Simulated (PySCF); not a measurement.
AlGeH3N2, ClGeH4Si, BGeH3OSi, AlBGeH4N and others (calculated)

Computed with PySCF 2.14.0. Calculation on a computer-drawn molecule: optimised geometry and harmonic frequencies of an isolated molecule of the commonest isotopes, restricted reference for singlets and unrestricted otherwise, frozen core in MP2; on germanium a core potential holds 10 electrons, which the energies leave out, and 3d is frozen in MP2 and coupled-cluster steps.

Common to all runs: basis and core potential on germanium cc-pVDZ-PP ECP10MDF.

```yaml
- entry: 1
  formula: AlGeH3N2
  start_structure:
    atoms_angstrom:
      - ["N", 0.5076, -2.5034, -1.4446]
      - [Al, -0.3509, -1.2131, -0.4171]
      - ["N", -1.1749, -0.0388, 0.3731]
      - [Ge, -0.6314, 0.9896, 1.8432]
      - [H, 1.4273, -2.8612, -1.3506]
      - [H, 0.0537, -3.0886, -2.1874]
      - [H, -2.2097, 1.7508, 1.7776]
  given:
    charge: 0
    multiplicity: 1
    method: HF
    basis: "cc-pV(D+d)Z"
    drawn_bonds_atom: [1, 2, 3, 1, 1, 4]
    drawn_bonds_other_atom: [2, 3, 4, 5, 6, 7]
    drawn_bonds_order: [1, 2, 1, 1, 1, 1]
  results:
    optimised_atom_element: ["N", Al, "N", Ge, H, H, H]
    "optimised_atom_x [angstrom]": [0.4142, -0.09966, -0.575, -0.8779, 1.324, -0.1557, -2.408]
    "optimised_atom_y [angstrom]": [-2.517, -1.254, -0.07195, 1.195, -2.939, -2.93, 1.552]
    "optimised_atom_z [angstrom]": [-1.456, -0.3679, 0.6527, 1.883, -1.458, -2.17, 1.511]
    "modes_frequency [cm^-1]": [56.28, 79.33, 165.0, 167.2, 230.7, 344.7, 397.4, 694.2, 828.9, 874.6, 1327, 1660, 1843, 3781, 3865]
    "modes_reduced_mass [dalton]": [5.048, 6.116, 1.021, 5.103, 7.876, 1.275, 11.82, 1.248, 1.126, 6.046, 14.14, 1.104, 1.024, 1.052, 1.094]
    "rotational_constants [GHz]": [123.0, 1.024, 1.016]
    "total_energy [hartree]": -645.9270
    "convergence_status_largest_gradient_component [hartree/bohr]": 3.335e-05
- entry: 2
  formula: ClGeH4Si
  start_structure:
    atoms_angstrom:
      - [Cl, -2.3047, 1.5503, -1.3664]
      - [Si, -1.1192, -0.1654, -1.2776]
      - [Ge, 1.1098, 0.4021, -0.5712]
      - [H, -1.7995, -1.1116, -0.3642]
      - [H, 1.9452, -0.8807, -0.5099]
      - [H, 1.0952, 1.0632, 0.8101]
      - [H, 1.7287, 1.3612, -1.5887]
  given:
    charge: 0
    multiplicity: 2
    method: MP2
    basis: "cc-pV(D+d)Z"
    drawn_bonds_atom: [1, 2, 2, 3, 3, 3]
    drawn_bonds_other_atom: [2, 3, 4, 5, 6, 7]
    drawn_bonds_order: [1, 1, 1, 1, 1, 1]
  results:
    optimised_atom_element: [Cl, Si, Ge, H, H, H, H]
    "optimised_atom_x [angstrom]": [-2.294, -1.12, 1.105, -1.801, 1.948, 1.095, 1.723]
    "optimised_atom_y [angstrom]": [1.551, -0.1622, 0.3997, -1.116, -0.8828, 1.066, 1.364]
    "optimised_atom_z [angstrom]": [-1.368, -1.277, -0.5717, -0.3627, -0.5109, 0.8132, -1.591]
    "modes_frequency [cm^-1]": [91.79, 105.4, 340.7, 397.4, 481.7, 557.0, 599.5, 763.0, 827.4, 908.1, 911.8, 2179, 2189, 2200, 2252]
    "modes_reduced_mass [dalton]": [1.132, 9.38, 6.908, 1.04, 1.254, 9.466, 1.179, 1.08, 1.047, 1.018, 1.019, 1.017, 1.021, 1.021, 1.043]
    "rotational_constants [GHz]": [11.2, 1.424, 1.292]
    "total_energy [hartree]": -1044.4724
    spin_squared: 0.7566
    "convergence_status_largest_gradient_component [hartree/bohr]": 2.88e-05
- entry: 3
  formula: BGeH3OSi
  start_structure:
    atoms_angstrom:
      - [O, -1.141, -3.5949, -0.9112]
      - [B, -0.6939, -2.5185, -0.9802]
      - [Ge, 0.2457, -0.815, -1.2236]
      - [Si, 1.8463, -0.9156, -2.9873]
      - [H, -0.8405, 0.1131, -1.7771]
      - [H, 0.4911, -0.2175, 0.1601]
      - [H, 3.056, -1.1175, -2.1605]
  given:
    charge: 0
    multiplicity: 1
    method: HF
    basis: "cc-pV(D+d)Z"
    drawn_bonds_atom: [1, 2, 3, 3, 3, 4]
    drawn_bonds_other_atom: [2, 3, 4, 5, 6, 7]
    drawn_bonds_order: [2, 1, 1, 1, 1, 1]
  results:
    optimised_atom_element: [O, B, Ge, Si, H, H, H]
    "optimised_atom_x [angstrom]": [-0.9446, -0.5697, 0.1391, 1.985, -1.061, 0.612, 2.803]
    "optimised_atom_y [angstrom]": [-3.681, -2.56, -0.6375, -0.6755, 0.2096, -0.1474, -1.574]
    "optimised_atom_z [angstrom]": [-0.9072, -1.024, -1.303, -2.941, -1.734, 0.07087, -2.041]
    "modes_frequency [cm^-1]": [61.14, 136.0, 293.0, 325.0, 364.9, 398.9, 426.5, 667.5, 701.1, 803.1, 948.7, 2122, 2165, 2206, 2224]
    "modes_reduced_mass [dalton]": [8.402, 1.166, 2.592, 11.29, 5.303, 1.35, 14.76, 1.228, 1.131, 1.073, 1.024, 12.15, 1.042, 1.022, 1.019]
    "rotational_constants [GHz]": [5.792, 1.915, 1.479]
    "total_energy [hartree]": -683.6046
    "convergence_status_largest_gradient_component [hartree/bohr]": 3.16e-05
- entry: 4
  formula: AlBGeH4N
  start_structure:
    atoms_angstrom:
      - [Al, 2.4065, 1.5009, 2.1859]
      - [B, 1.1473, 0.3258, 1.0423]
      - ["N", 0.3569, -0.3475, 0.3607]
      - [Ge, -0.7148, -1.3556, -0.6611]
      - [H, 2.7034, 3.0471, 1.8971]
      - [H, 3.1457, 1.0072, 3.3856]
      - [H, -1.2035, -2.5256, 0.3984]
      - [H, -1.9823, -0.4421, -0.8074]
  given:
    charge: 0
    multiplicity: 2
    method: HF
    basis: "cc-pV(D+d)Z"
    drawn_bonds_atom: [1, 2, 3, 1, 1, 4, 4]
    drawn_bonds_other_atom: [2, 3, 4, 5, 6, 7, 8]
    drawn_bonds_order: [1, 2, 1, 1, 1, 1, 1]
  results:
    optimised_atom_element: [Al, B, "N", Ge, H, H, H, H]
    "optimised_atom_x [angstrom]": [2.485, 1.103, 0.2739, -0.781, 2.721, 3.266, -1.2, -2.008]
    "optimised_atom_y [angstrom]": [1.574, 0.3867, -0.3073, -1.341, 3.076, 0.9466, -2.597, -0.5285]
    "optimised_atom_z [angstrom]": [2.219, 1.132, 0.5078, -0.5435, 1.801, 3.436, 0.2349, -0.9858]
    "modes_frequency [cm^-1]": [34.17, 81.39, 89.88, 260.6, 283.3, 318.5, 552.7, 638.3, 695.1, 702.4, 764.9, 839.8, 923.9, 2003, 2004, 2042, 2176, 2188]
    "modes_reduced_mass [dalton]": [1.049, 3.849, 6.977, 3.075, 7.112, 9.891, 1.491, 1.229, 6.158, 1.118, 1.206, 1.061, 1.028, 1.102, 1.061, 6.305, 1.022, 1.026]
    "rotational_constants [GHz]": [62.67, 0.8327, 0.8247]
    "total_energy [hartree]": -616.7425
    spin_squared: 0.7588
    "convergence_status_largest_gradient_component [hartree/bohr]": 3.58e-05
- entry: 5
  formula: BGeH9Si2
  start_structure:
    atoms_angstrom:
      - [Si, 0.2122, -0.197, -1.5569]
      - [B, -0.9041, 1.1838, -0.7798]
      - [Si, -0.9313, 1.6856, 1.0847]
      - [Ge, -2.29, -0.0171, 2.0468]
      - [H, -0.3068, -1.5749, -1.3198]
      - [H, 0.3958, -0.1473, -3.0209]
      - [H, 1.5679, -0.1814, -1.0397]
      - [H, -1.7674, 1.6976, -1.473]
      - [H, 0.3428, 1.5939, 1.7736]
      - [H, -1.547, 2.9658, 1.417]
      - [H, -2.4687, 0.1085, 3.4726]
      - [H, -3.5888, -0.0971, 1.4756]
      - [H, -1.6367, -1.3893, 1.8808]
  given:
    charge: 0
    multiplicity: 1
    method: HF
    basis: "cc-pV(D+d)Z"
    drawn_bonds_atom: [1, 2, 3, 1, 1, 1, 2, 3, 3, 4, 4, 4]
    drawn_bonds_other_atom: [2, 3, 4, 5, 6, 7, 8, 9, 10, 11, 12, 13]
    drawn_bonds_order: [1, 1, 1, 1, 1, 1, 1, 1, 1, 1, 1, 1]
  results:
    optimised_atom_element: [Si, B, Si, Ge, H, H, H, H, H, H, H, H, H]
    "optimised_atom_x [angstrom]": [0.3571, -1.059, -1.026, -2.309, -0.2501, 1.213, 1.227, -1.995, 0.3457, -1.642, -2.292, -3.767, -1.726]
    "optimised_atom_y [angstrom]": [-0.2453, 0.9472, 1.597, 0.02497, -1.281, 0.6344, -0.9247, 1.273, 1.645, 2.938, 0.4327, -0.01999, -1.389]
    "optimised_atom_z [angstrom]": [-1.749, -0.8889, 1.036, 2.354, -2.622, -2.59, -0.7573, -1.569, 1.604, 1.2, 3.831, 1.878, 2.235]
    "modes_frequency [cm^-1]": [30.98, 47.61, 74.05, 121.2, 161.3, 346.8, 384.7, 449.2, 456.1, 502.4, 547.0, 661.1, 722.9, 747.6, 764.3, 808.8, 893.9, 966.2, 967.2, 977.8, 1011, 1029, 1035, 1040, 2204, 2208, 2219, 2277, 2287, 2289, 2293, 2301, 2696]
    "modes_reduced_mass [dalton]": [4.65, 1.086, 1.054, 2.684, 2.689, 7.55, 1.055, 1.694, 1.06, 1.48, 1.125, 1.253, 1.353, 2.531, 1.357, 1.333, 1.058, 1.018, 1.019, 1.125, 1.06, 1.092, 1.095, 1.251, 1.023, 1.023, 1.012, 1.043, 1.05, 1.032, 1.049, 1.026, 1.091]
    "rotational_constants [GHz]": [4.882, 0.8288, 0.7517]
    "total_energy [hartree]": -901.1303
    "convergence_status_largest_gradient_component [hartree/bohr]": 6.587e-06
- entry: 6
  formula: CH7B2Ge
  start_structure:
    atoms_angstrom:
      - [B, 1.1332, -2.8507, 1.0257]
      - [Ge, 0.3284, -1.1433, 0.8081]
      - [B, 1.3461, -0.1156, -0.6798]
      - [C, 2.0199, 1.1889, -0.2979]
      - [H, 1.8142, -3.8524, 0.9871]
      - [H, 0.4365, -0.4483, 2.0974]
      - [H, -1.0627, -1.2537, 0.4495]
      - [H, 1.1834, -0.5063, -1.7672]
      - [H, 2.4367, 1.3155, 0.6256]
      - [H, 1.3269, 1.9634, -0.4712]
      - [H, 2.8252, 1.473, -1.0827]
  given:
    charge: 1
    multiplicity: 1
    method: HF
    basis: cc-pVDZ
    drawn_bonds_atom: [1, 2, 3, 1, 2, 2, 3, 4, 4, 4]
    drawn_bonds_other_atom: [2, 3, 4, 5, 6, 7, 8, 9, 10, 11]
    drawn_bonds_order: [1, 1, 1, 1, 1, 1, 1, 1, 1, 1]
  results:
    optimised_atom_element: [B, Ge, B, C, H, H, H, H, H, H, H]
    "optimised_atom_x [angstrom]": [0.7648, 0.6651, 1.798, 1.769, 0.8238, 1.192, -0.8518, 2.4, 1.409, 1.08, 2.74]
    "optimised_atom_y [angstrom]": [-3.173, -1.066, -0.07778, 1.476, -4.346, -0.985, -0.8879, -0.7602, 2.005, 1.707, 1.877]
    "optimised_atom_z [angstrom]": [0.7569, 1.029, -0.4684, -0.5504, 0.6023, 2.461, 1.006, -1.241, 0.3313, -1.379, -0.8518]
    "modes_frequency [cm^-1]": [36.39, 85.69, 106.9, 244.4, 295.5, 473.9, 489.3, 508.1, 622.6, 631.9, 790.7, 801.2, 888.5, 920.1, 928.8, 1086, 1180, 1430, 1522, 1562, 2243, 2245, 2759, 2888, 3128, 3226, 3281]
    "modes_reduced_mass [dalton]": [2.097, 1.116, 3.169, 3.031, 1.091, 4.719, 3.858, 1.042, 1.2, 1.15, 1.197, 1.273, 1.197, 1.579, 1.088, 2.371, 1.46, 1.262, 1.052, 1.082, 1.019, 1.021, 1.094, 1.098, 1.054, 1.078, 1.104]
    "rotational_constants [GHz]": [12.32, 2.304, 2.016]
    "total_energy [hartree]": -384.3506
    "convergence_status_largest_gradient_component [hartree/bohr]": 3.052e-05
- entry: 7
  formula: CH5BGeN
  start_structure:
    atoms_angstrom:
      - [C, -1.1771, -3.4995, 0.737]
      - [Ge, -1.2595, -1.7975, 1.6738]
      - [B, -0.2133, -0.1073, 1.2234]
      - ["N", 0.4095, 0.8266, 1.0102]
      - [H, -2.1449, -3.822, 0.2914]
      - [H, -0.8387, -4.352, 1.4421]
      - [H, -0.5024, -3.4564, -0.1342]
      - [H, -2.2718, -1.7618, 2.8537]
      - [H, 0.9464, 1.6785, 0.7841]
  given:
    charge: 1
    multiplicity: 1
    method: HF
    basis: cc-pVDZ
    drawn_bonds_atom: [1, 2, 3, 1, 1, 1, 2, 4]
    drawn_bonds_other_atom: [2, 3, 4, 5, 6, 7, 8, 9]
    drawn_bonds_order: [1, 1, 2, 1, 1, 1, 1, 1]
  results:
    optimised_atom_element: [C, Ge, B, "N", H, H, H, H, H]
    "optimised_atom_x [angstrom]": [-1.155, -1.302, -0.2375, 0.409, -2.146, -0.8433, -0.4418, -2.269, 0.9342]
    "optimised_atom_y [angstrom]": [-3.491, -1.845, -0.1832, 0.8086, -3.754, -4.271, -3.404, -1.775, 1.622]
    "optimised_atom_z [angstrom]": [0.7126, 1.685, 1.25, 0.9782, 0.3338, 1.413, -0.1042, 2.851, 0.7614]
    "modes_frequency [cm^-1]": [23.65, 113.7, 213.0, 323.8, 459.6, 496.1, 635.2, 667.6, 738.7, 740.2, 833.8, 960.5, 1384, 1522, 1531, 2141, 2326, 3176, 3266, 3327, 4003]
    "modes_reduced_mass [dalton]": [1.051, 3.406, 3.509, 4.534, 9.283, 1.164, 4.141, 1.228, 1.241, 1.125, 1.244, 1.212, 1.184, 1.048, 1.052, 7.371, 1.022, 1.033, 1.101, 1.106, 1.109]
    "rotational_constants [GHz]": [15.48, 2.367, 2.08]
    "total_energy [hartree]": -413.0317
    "convergence_status_largest_gradient_component [hartree/bohr]": 3.497e-05
- entry: 8
  formula: BClGeH3O
  start_structure:
    atoms_angstrom:
      - [B, 0.7976, -1.9113, 0.9116]
      - [O, 1.2382, -0.6269, 0.5247]
      - [Ge, 1.9007, 0.0311, -0.8854]
      - [Cl, 2.2124, -1.1577, -2.5269]
      - [H, 0.875, -2.7994, 0.1204]
      - [H, 0.379, -1.9934, 2.0176]
      - [H, 2.2393, 1.4924, -0.8725]
  given:
    charge: 1
    multiplicity: 1
    method: MP2
    basis: "cc-pV(D+d)Z"
    drawn_bonds_atom: [1, 2, 3, 1, 1, 3]
    drawn_bonds_other_atom: [2, 3, 4, 5, 6, 7]
    drawn_bonds_order: [1, 1, 1, 1, 1, 1]
  results:
    optimised_atom_element: [B, O, Ge, Cl, H, H, H]
    "optimised_atom_x [angstrom]": [0.803, 1.222, 1.896, 2.187, 0.9124, 0.3714, 2.25]
    "optimised_atom_y [angstrom]": [-1.903, -0.5672, 0.02282, -1.221, -2.742, -2.048, 1.494]
    "optimised_atom_z [angstrom]": [0.9019, 0.6084, -0.879, -2.496, 0.05237, 2.004, -0.9021]
    "modes_frequency [cm^-1]": [85.51, 133.1, 242.3, 276.8, 509.9, 510.6, 692.5, 702.0, 1004, 1077, 1087, 1278, 2301, 2686, 2834]
    "modes_reduced_mass [dalton]": [2.201, 5.093, 1.362, 4.71, 1.144, 26.66, 1.657, 1.968, 1.382, 1.339, 6.266, 1.166, 1.022, 1.045, 1.138]
    "rotational_constants [GHz]": [6.744, 2.63, 1.892]
    "total_energy [hartree]": -854.4449
    "convergence_status_largest_gradient_component [hartree/bohr]": 1.742e-05
- entry: 9
  formula: GeH3NOSi
  start_structure:
    atoms_angstrom:
      - [O, -1.4745, 1.382, -0.6101]
      - [Si, -2.3143, 0.759, 0.6718]
      - ["N", -3.0719, -0.7652, 0.4645]
      - [Ge, -3.5627, -2.4112, 0.6267]
      - [H, -1.0915, 2.2268, -0.5548]
      - [H, -2.4173, 1.7206, 1.7221]
      - [H, -2.1644, -2.9711, 1.4375]
  given:
    charge: 0
    multiplicity: 1
    method: HF
    basis: "cc-pV(D+d)Z"
    drawn_bonds_atom: [1, 2, 3, 1, 2, 4]
    drawn_bonds_other_atom: [2, 3, 4, 5, 6, 7]
    drawn_bonds_order: [1, 2, 1, 1, 1, 1]
  results:
    optimised_atom_element: [O, Si, "N", Ge, H, H, H]
    "optimised_atom_x [angstrom]": [-1.462, -2.308, -2.829, -3.505, -1.178, -2.501, -2.314]
    "optimised_atom_y [angstrom]": [1.35, 0.7497, -0.7034, -2.364, 2.253, 1.808, -3.152]
    "optimised_atom_z [angstrom]": [-0.6043, 0.6412, 0.7737, 0.5863, -0.5874, 1.638, 1.31]
    "modes_frequency [cm^-1]": [62.66, 146.0, 231.5, 354.8, 359.7, 464.0, 626.8, 823.7, 845.1, 928.2, 1025, 1441, 1907, 2390, 4166]
    "modes_reduced_mass [dalton]": [8.992, 3.04, 1.265, 2.119, 1.822, 8.398, 1.332, 1.101, 1.087, 3.9, 1.443, 14.08, 1.023, 1.043, 1.067]
    "rotational_constants [GHz]": [21.64, 1.223, 1.172]
    "total_energy [hartree]": -713.3860
    "convergence_status_largest_gradient_component [hartree/bohr]": 1.694e-05
- entry: 10
  formula: AlGeH3O2
  start_structure:
    atoms_angstrom:
      - [O, -0.1325, 1.3468, 1.2703]
      - [Ge, -0.7856, -0.2845, 1.05]
      - [O, 0.5402, -1.4395, 1.0431]
      - [Al, 1.8539, -2.4929, 0.8805]
      - [H, 0.3484, 1.4843, 2.0736]
      - [H, -1.7101, -0.6449, 2.2106]
      - [H, -1.4673, -0.2595, -0.3081]
  given:
    charge: 0
    multiplicity: 1
    method: MP2
    basis: "cc-pV(D+d)Z"
    drawn_bonds_atom: [1, 2, 3, 1, 2, 2]
    drawn_bonds_other_atom: [2, 3, 4, 5, 6, 7]
    drawn_bonds_order: [1, 1, 1, 1, 1, 1]
  results:
    optimised_atom_element: [O, Ge, O, Al, H, H, H]
    "optimised_atom_x [angstrom]": [-0.1262, -0.7832, 0.553, 1.871, 0.2993, -1.717, -1.45]
    "optimised_atom_y [angstrom]": [1.389, -0.2753, -1.47, -2.536, 1.495, -0.6272, -0.2658]
    "optimised_atom_z [angstrom]": [1.239, 1.058, 1.083, 0.8288, 2.102, 2.224, -0.3146]
    "modes_frequency [cm^-1]": [47.09, 64.77, 210.4, 287.5, 423.6, 572.9, 702.6, 716.6, 843.5, 880.9, 944.3, 992.3, 2198, 2238, 3857]
    "modes_reduced_mass [dalton]": [12.66, 6.875, 1.644, 2.503, 23.14, 1.182, 1.046, 14.97, 1.178, 1.056, 1.141, 4.845, 1.02, 1.02, 1.066]
    "rotational_constants [GHz]": [11.43, 1.658, 1.484]
    "total_energy [hartree]": -687.3856
    "convergence_status_largest_gradient_component [hartree/bohr]": 9.153e-06
```
